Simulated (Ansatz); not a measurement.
Steps of a relaxation of C₂H₄O₃Zr, SMILES `C#[C][Zr]([OH])([OH])[OH]` with RKS PBE0-D4/def2-TZVP.

```sh
$ ansatz run in.yaml --threads 4 --pin off --events-out ev --progress --plain --max-ram 11315MiB
```

```yaml
crystal:
  periodic: [false, false, false]
  atoms:
    - {symbol: C, position_ang: [1.324130, -2.255360, -1.480130]}
    - {symbol: C, position_ang: [0.792730, -1.355640, -0.869530]}
    - {symbol: Zr, position_ang: [-0.179050, 0.298770, 0.212980]}
    - {symbol: O, position_ang: [-1.171200, 1.415390, -0.946760]}
    - {symbol: O, position_ang: [-1.381950, -0.309370, 1.540460]}
    - {symbol: O, position_ang: [1.065010, 1.423340, 1.088550]}
    - {symbol: H, position_ang: [1.790170, -3.042640, -2.013290]}
    - {symbol: H, position_ang: [-0.952420, 2.345300, -1.092110]}
    - {symbol: H, position_ang: [-2.324640, -0.100730, 1.518620]}
    - {symbol: H, position_ang: [1.037230, 1.580930, 2.041220]}
basis:
  gaussian: {orbitals: def2-TZVP}
hamiltonian: {xc: pbe0, dispersion: d4}
relax: {f_tol: 0.005, max_steps: 150}
```

Positions (Å) and forces (eV/Å) along the path, 12 of 12 steps:

```xyz
10
step=1 energy=-9558.3514 eV
C     1.324   -2.255   -1.480    0.104   -0.172   -0.112
C     0.793   -1.356   -0.870   -0.075    0.134    0.094
Zr   -0.179    0.299    0.213    0.626   -1.050   -0.669
O    -1.171    1.415   -0.947   -0.450    1.328   -0.961
O    -1.382   -0.309    1.540   -1.421   -0.362    0.798
O     1.065    1.423    1.089    0.882    0.755    1.207
H     1.790   -3.043   -2.013    0.142   -0.244   -0.164
H    -0.952    2.345   -1.092   -0.317   -0.294   -0.140
H    -2.325   -0.101    1.519    0.245   -0.228    0.276
H     1.037    1.581    2.041    0.265    0.133   -0.328
10
step=2 energy=-9558.5394 eV
C     1.332   -2.262   -1.480   -0.050    0.088    0.063
C     0.797   -1.356   -0.872   -0.173    0.290    0.184
Zr   -0.198    0.332    0.228    0.153   -0.247   -0.152
O    -1.176    1.463   -1.017    0.309    0.197    0.167
O    -1.450   -0.352    1.551   -0.180    0.218   -0.299
O     1.129    1.427    1.138   -0.270   -0.176    0.287
H     1.802   -3.057   -2.012    0.030   -0.052   -0.034
H    -1.005    2.393   -1.197   -0.182   -0.213   -0.096
H    -2.399   -0.185    1.573    0.201   -0.161    0.153
H     1.169    1.597    2.086    0.162    0.057   -0.274
10
step=3 energy=-9558.5830 eV
C     1.312   -2.227   -1.453   -0.019    0.034    0.027
C     0.775   -1.318   -0.849   -0.003    0.003   -0.003
Zr   -0.205    0.348    0.232   -0.055    0.093    0.071
O    -1.163    1.473   -1.036    0.304    0.113    0.197
O    -1.465   -0.365    1.536   -0.127    0.212   -0.309
O     1.142    1.414    1.151   -0.271   -0.196    0.240
H     1.784   -3.025   -1.982   -0.007    0.011    0.007
H    -1.017    2.393   -1.275   -0.144   -0.190   -0.060
H    -2.421   -0.266    1.583    0.222   -0.119    0.114
H     1.259    1.574    2.093    0.100    0.039   -0.286
10
step=4 energy=-9558.6342 eV
C     1.282   -2.177   -1.416    0.020   -0.034   -0.019
C     0.744   -1.264   -0.820    0.097   -0.164   -0.111
Zr   -0.228    0.387    0.251   -0.100    0.183    0.125
O    -1.119    1.503   -1.062    0.202    0.483   -0.004
O    -1.502   -0.382    1.496   -0.564    0.145   -0.108
O     1.152    1.376    1.190   -0.065   -0.007    0.563
H     1.755   -2.980   -1.939   -0.031    0.051    0.033
H    -1.046    2.395   -1.428   -0.099   -0.546    0.163
H    -2.460   -0.419    1.625    0.648   -0.027   -0.026
H     1.422    1.560    2.102   -0.109   -0.083   -0.615
10
step=5 energy=-9558.6679 eV
C     1.275   -2.165   -1.405    0.027   -0.047   -0.028
C     0.737   -1.250   -0.813    0.110   -0.186   -0.121
Zr   -0.233    0.399    0.257   -0.186    0.301    0.194
O    -1.096    1.534   -1.051    0.137   -0.014    0.105
O    -1.531   -0.362    1.472   -0.023    0.071   -0.139
O     1.133    1.369    1.224   -0.084   -0.095    0.106
H     1.749   -2.969   -1.924   -0.024    0.040    0.025
H    -1.067    2.382   -1.491   -0.042   -0.069    0.010
H    -2.465   -0.487    1.641    0.121   -0.004    0.021
H     1.498    1.549    2.091   -0.037    0.001   -0.171
10
step=6 energy=-9558.6889 eV
C     1.276   -2.167   -1.407   -0.081    0.138    0.089
C     0.737   -1.252   -0.814    0.049   -0.084   -0.055
Zr   -0.243    0.413    0.268    0.003   -0.001   -0.003
O    -1.031    1.578   -1.042    0.028   -0.017    0.016
O    -1.582   -0.346    1.417    0.013    0.006   -0.031
O     1.109    1.325    1.284   -0.020   -0.029   -0.009
H     1.749   -2.968   -1.927    0.023   -0.038   -0.025
H    -1.113    2.375   -1.557   -0.015    0.008   -0.003
H    -2.470   -0.545    1.701   -0.006    0.001    0.017
H     1.569    1.587    2.076    0.006    0.017    0.005
10
step=7 energy=-9558.6917 eV
C     1.279   -2.172   -1.411    0.036   -0.062   -0.040
C     0.741   -1.259   -0.819   -0.049    0.085    0.055
Zr   -0.238    0.406    0.263   -0.009    0.011    0.008
O    -0.986    1.594   -1.044    0.010   -0.006    0.001
O    -1.608   -0.346    1.376    0.005   -0.001   -0.011
O     1.100    1.289    1.315   -0.001   -0.010   -0.001
H     1.751   -2.974   -1.932    0.011   -0.019   -0.012
H    -1.151    2.378   -1.559   -0.002   -0.005    0.007
H    -2.466   -0.541    1.741    0.006    0.004    0.001
H     1.576    1.626    2.069   -0.006    0.001   -0.008
10
step=8 energy=-9558.6920 eV
C     1.281   -2.175   -1.413   -0.006    0.011    0.007
C     0.743   -1.261   -0.820    0.011   -0.020   -0.013
Zr   -0.237    0.403    0.262    0.000    0.005    0.002
O    -0.971    1.598   -1.046    0.002    0.001    0.000
O    -1.615   -0.347    1.363   -0.002    0.000   -0.001
O     1.098    1.276    1.324   -0.001   -0.001    0.002
H     1.754   -2.977   -1.934   -0.004    0.007    0.004
H    -1.163    2.380   -1.554   -0.001   -0.001    0.001
H    -2.464   -0.536    1.754    0.002    0.001    0.000
H     1.575    1.639    2.065   -0.002    0.000   -0.003
10
step=9 energy=-9558.6921 eV
C     1.281   -2.176   -1.414    0.000    0.000    0.000
C     0.743   -1.262   -0.820    0.000    0.000    0.000
Zr   -0.237    0.402    0.261    0.000   -0.001    0.000
O    -0.965    1.600   -1.046    0.001    0.000    0.000
O    -1.619   -0.347    1.358    0.000    0.000   -0.001
O     1.097    1.272    1.328   -0.001    0.000    0.000
H     1.754   -2.978   -1.935    0.000    0.000    0.000
H    -1.167    2.380   -1.553   -0.001    0.000    0.000
H    -2.462   -0.535    1.758    0.000    0.000    0.001
H     1.575    1.644    2.063    0.000    0.001    0.000
10
step=10 energy=-9558.6921 eV
C     1.282   -2.177   -1.415   -0.002    0.003    0.002
C     0.744   -1.264   -0.821    0.002   -0.004   -0.003
Zr   -0.236    0.400    0.260   -0.001    0.007    0.004
O    -0.960    1.602   -1.046    0.000    0.001   -0.002
O    -1.621   -0.347    1.354   -0.003   -0.002    0.001
O     1.096    1.268    1.331    0.001    0.000    0.002
H     1.755   -2.979   -1.936    0.000    0.000    0.000
H    -1.172    2.380   -1.552    0.001   -0.004    0.003
H    -2.462   -0.533    1.762    0.005    0.001   -0.002
H     1.574    1.649    2.062   -0.003   -0.003   -0.005
10
step=11 energy=-9558.6921 eV
C     1.282   -2.176   -1.414    0.001   -0.002   -0.001
C     0.744   -1.263   -0.820   -0.003    0.005    0.004
Zr   -0.236    0.402    0.261    0.002   -0.007   -0.004
O    -0.960    1.602   -1.046   -0.001    0.004    0.000
O    -1.622   -0.347    1.353   -0.003    0.002    0.002
O     1.096    1.267    1.332    0.000    0.003    0.003
H     1.754   -2.978   -1.935    0.001   -0.001   -0.001
H    -1.172    2.379   -1.554    0.001   -0.002    0.001
H    -2.461   -0.534    1.762    0.002    0.000   -0.001
H     1.576    1.649    2.061   -0.001   -0.001   -0.002
10
step=12 energy=-9558.6921 eV
C     1.282   -2.176   -1.414    0.000    0.000    0.000
C     0.744   -1.263   -0.821    0.000    0.000    0.000
Zr   -0.236    0.402    0.261    0.000    0.000    0.000
O    -0.960    1.602   -1.046    0.000    0.000   -0.001
O    -1.622   -0.347    1.354   -0.001    0.000    0.000
O     1.096    1.268    1.332    0.001    0.000    0.000
H     1.754   -2.978   -1.935    0.000    0.000    0.000
H    -1.171    2.379   -1.554    0.000    0.000    0.000
H    -2.461   -0.535    1.762    0.000    0.000    0.000
H     1.576    1.648    2.061    0.000    0.000    0.000
```

Run time 44 s (4 threads of an Arm Neoverse V2 on a shared host); peak host memory 0.59 GiB.
